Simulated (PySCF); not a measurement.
# Bond energies at MP2/def2-SVP beside a composite method

PySCF, lowest determinants of a PBE0 search. The composite is CCSD(T) extrapolated to the basis-set limit from two correlation-consistent sets, with core-valence (CV) and scalar-relativistic (SR) terms as its label shows; it has no spin–orbit coupling and nothing beyond (T).

```json
{"species": "PH", "state (unpaired electrons)": "triplet (π ↑↑)", "De MP2 (eV)": "2.67", "De composite (eV)": "3.19", "composite": "CCSD(T)/CBS(TQ)+CV+SR", "dissociates to": "P + H"}
{"species": "NaI", "state (unpaired electrons)": "singlet (closed shell)", "De MP2 (eV)": "3.13", "De composite (eV)": "3.34", "composite": "CCSD(T)/CBS(DT)+CV", "dissociates to": "Na + I"}
{"species": "SeF", "state (unpaired electrons)": "doublet (π ↑)", "De MP2 (eV)": "2.95", "De composite (eV)": "3.44", "composite": "CCSD(T)/CBS(TQ)+CV", "dissociates to": "Se + F"}
{"species": "SbBr", "state (unpaired electrons)": "triplet (π ↑↑)", "De MP2 (eV)": "2.23", "De composite (eV)": "2.63", "composite": "CCSD(T)/CBS(DT)", "dissociates to": "Sb + Br"}
{"species": "PS", "state (unpaired electrons)": "doublet (π ↑)", "De MP2 (eV)": "3.61", "De composite (eV)": "4.49", "composite": "CCSD(T)/CBS(TQ)+SR", "dissociates to": "P + S"}
{"species": "RbH", "state (unpaired electrons)": "singlet (closed shell)", "De MP2 (eV)": "1.15", "De composite (eV)": "1.79", "composite": "CCSD(T)/CBS(TQ)", "dissociates to": "Rb + H"}
{"species": "SiN", "state (unpaired electrons)": "doublet (σ ↑)", "De MP2 (eV)": "3.81", "De composite (eV)": "4.66", "composite": "CCSD(T)/CBS(TQ)+CV+SR", "dissociates to": "Si + N"}
{"species": "SbI", "state (unpaired electrons)": "triplet (π ↑↑)", "De MP2 (eV)": "1.79", "De composite (eV)": "2.20", "composite": "CCSD(T)/CBS(DT)", "dissociates to": "Sb + I"}
```

**Question.** Does MP2 bind more or less than the composite, by how much on average, and where is the difference largest?

**Answer.** MP2/def2-SVP binds less on average, method and basis taken together: the mean signed difference is -0.55 eV and the mean absolute one 0.55 eV; it is largest for PS (-0.88 eV).

The molecules are drawn from runs that passed checks on state, spin purity and fit, so the hardest cases are missing and the errors look smaller than over all diatomics.

Correlated steps freeze the inner cores (0 to 14 orbitals); shallow outer-core shells are correlated. UHF and ROHF references stand side by side, which adds small steps between rows. Correlated levels converge slowly with the basis: in double zeta they bind strong bonds too weakly, by up to about 1 eV, and carry superposition errors of some tenths. These are scalar-relativistic numbers at best; spin–orbit coupling would shift them, the dissociation energy most. Where the molecule has an RHF reference, its open-shell atoms are computed with UHF. The CCSD T1 diagnostic is raised in SiN, a sign that a single reference may not be enough there. States were picked by a PBE0 search and need not be the measured ground states.
